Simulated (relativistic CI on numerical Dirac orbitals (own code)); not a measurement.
# Slater and spin-orbit integrals, Cs³⁰⁺

Calculated at this level of theory: Dirac-Coulomb-Breit CI, separate exchange-only KLI orbitals for each configuration, a model potential for QED, unscaled Slater integrals (own radial code, finite nucleus).

Slater integrals F^k, G^k are unscaled and averaged over j, outside the closed core [Ne]; ζ comes from projecting the Hamiltonian with its Breit term on Σ l·s of the shell.

- 3s²3p⁶3d⁷: F^2(3d,3d) = 396830, F^4(3d,3d) = 255400, ζ(3d) = 50626 cm⁻¹; <r>(3d) = 0.2554, <r^2>(3d) = 0.07607 (bohr units).
- 3s²3p⁵3d⁸: ζ(3p) = 397110, F^2(3d,3d) = 395960, F^4(3d,3d) = 254820, F^2(3p,3d) = 350800, G^1(3p,3d) = 384540, G^3(3p,3d) = 253370, ζ(3d) = 50023 cm⁻¹; <r>(3p) = 0.2828, <r^2>(3p) = 0.09248, <r>(3d) = 0.2559, <r^2>(3d) = 0.07637 (bohr units).
- 3s²3p⁴3d⁹: F^2(3p,3p) = 350040, ζ(3p) = 396790, F^2(3p,3d) = 350370, G^1(3p,3d) = 384480, G^3(3p,3d) = 253200, ζ(3d) = 49425 cm⁻¹; <r>(3p) = 0.2832, <r^2>(3p) = 0.0927, <r>(3d) = 0.2564, <r^2>(3d) = 0.07668 (bohr units).

Q: Give the Racah parameters of the d shell in 3s²3p⁶3d⁷.

A: B = F²/49 − 5F⁴/441 = 5203 cm⁻¹ and C = 35F⁴/441 = 20270 cm⁻¹.

Averages of the first 10 configurations, taken without configuration mixing, which lowers the lowest level and can move excited configurations by several eV; other configurations of the list can lie among them:

| Configuration | Parity | States | Average energy above the lowest level (eV) |
| --- | --- | --- | --- |
| 3s²3p⁶3d⁷ | even | 120 | 28.1 |
| 3s²3p⁵3d⁸ | odd | 270 | 298.5 |
| 3s²3p⁴3d⁹ | even | 150 | 574.4 |
| 3s3p⁶3d⁸ | even | 90 | 493.9 |
| 3p⁶3d⁹ | even | 10 | 967.1 |
| 3s3p⁵3d⁹ | odd | 120 | 763.1 |
| 3s²3p⁶3d⁶4s | even | 420 | 769.7 |
| 3s²3p⁶3d⁶4p | odd | 1260 | 840.7 |
| 3s²3p⁶3d⁶4d | even | 2100 | 938.3 |
| 3s²3p⁴3d⁸4s | even | 1350 | 1303.6 |
